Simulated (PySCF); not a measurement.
## UHF on O (oxygen, neutral)

Configuration: [He] 2s1 2p5, high-spin 3P determinant (an excited configuration). Calculation: PySCF 2.14, in aug-cc-pCVQZ-DK (9s8p6d4f2g, 109 functions); the spin-free X2C one-electron Hamiltonian (Gaussian nucleus).

| Property | Result |
| --- | --- |
| Total energy | -74.248753 hartree |
| One-electron energy | -102.4732 hartree |
| Hartree (Coulomb) energy | 36.2851 hartree |
| Exchange energy | -8.0606 hartree |
| ⟨S²⟩ | 2.0421 |
| ⟨L²⟩ | 2.007 |
| Sum of ⟨r⟩ | 7.809 bohr |
| Sum of ⟨r²⟩ | 12.11 bohr² |
| Traceless quadrupole moment −½Σ⟨3z² − r²⟩ along its main axis | 1.00 e·bohr² |
| Langevin diamagnetic susceptibility | -9.59 ×10⁻⁶ cm³/mol |

```tsv
shell	electrons	mean orbital energy (eV)	spread (eV)	rms radius, mean of both spins (bohr)
1s α	1	-566.02	0	0.231
1s β	1	-562.31	0	0.231
2s α	1	-40.233	0	1.21
2p α	3	-19.851	2.433	1.45
2p β	2	-12.132	0	1.45
```

Spin-orbit constants ζ (cm⁻¹) from the X2C one-electron operator on these orbitals: bare nucleus, nucleus screened by l(l+1)(2l+1)/3 electrons, and screened by the Breit-Pauli mean field of the electrons.

```
shell   bare  screened nucleus  mean field
   2p  250.1             187.6       161.8
```

To first order the Landé constant is A = -80.89 cm⁻¹, so the lowest level has J = 2 and lies 0.0100 eV below the centre of the term. This holds in LS coupling only.
